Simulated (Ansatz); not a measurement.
Consider the cleavage of the Sb–Si bond: `[CH3][AlH][SiH2][SbH2]` + `C=N` → `C=[N][SbH2]` + `[CH3][AlH][SiH3]`.

Gas-phase electronic energies from Ansatz, PBE0-D4/def2-TZVP geometries. CCSD(T)/CBS adds triple-zeta CCSD(T) − MP2 to the extrapolated MP2 energy (def2 sets, frozen cores). This one scheme is used for every species. DFT in def2-TZVPP. def2 core potentials past Kr. For Sb outer-core shells are correlated without core-valence functions, which leaves a few kJ/mol of doubt a bond. One conformer a species, not always the lowest.

CCSD(T)/CBS gives +0.86 eV.

(1) Another level gave +0.84 eV. Which?
A. r2SCAN0/def2-TZVPP
B. CCSD/def2-TZVPP
C. MP2/def2-TZVPP
D. BLYP-D4/def2-TZVPP

Largest T1 diagnostic among the species: 0.015.

## Answers

(1) C. MP2/def2-TZVPP 0.84, r2SCAN0 0.90, BLYP-D4 0.69, CCSD/def2-TZVPP 0.76 eV.

The D4 term adds +0.10 eV with B3LYP and +0.06 eV with PBE0; it sums over pairs of atoms, weighted by their polarisabilities, and B3LYP, whose exchange is more repulsive, gets the larger term. In def2-TZVPP, CCSD(T) changes the Hartree–Fock value by +0.30 eV (the triples alone add +0.04 eV) and MP2 by +0.34 eV.

B3LYP here is the variant with VWN-RPA as its local correlation; programs differ in this.
